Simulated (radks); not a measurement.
Results of a calculation; reference values are marked as such.
Problem. These are the eigenvalues of the occupied orbitals of an atom or ion with whole-number occupations (eV). Level of theory: Dirac Kohn-Sham, LDA (Slater exchange, Perdew-Wang correlation), spin-unpolarised, spherical densities, point nucleus (a radial shooting solver on a logarithmic mesh with Libxc functionals).

| orbital | eigenvalue |
|---|---|
| 1s1/2 | -13346.84 |
| 2s1/2 | -1784.344 |
| 2p1/2 | -1613.883 |
| 2p3/2 | -1566.455 |
| 3s1/2 | -291.0695 |
| 3p1/2 | -231.7246 |
| 3p3/2 | -224.8573 |
| 3d3/2 | -121.3960 |
| 3d5/2 | -120.2975 |
| 4s1/2 | -67.6279 |
| 4p1/2 | -53.1649 |

Which element is it, and in what charge state? The configuration may be excited. Open shells, if any, fill j = l - 1/2 first.

Solution. Z = 35, bromine, charge +4: Br4+ in [Ar] 3d10 4s2 4p1. The list shows which subshells hold electrons but not how many an open one holds; the 1s level, -490.49 hartree, gives Z - s = 31.3 by -(Z - s)^2/2, which with screening and relativity narrows Z to a few neighbours, and the depths of the outer levels then fix element, charge and occupations together.
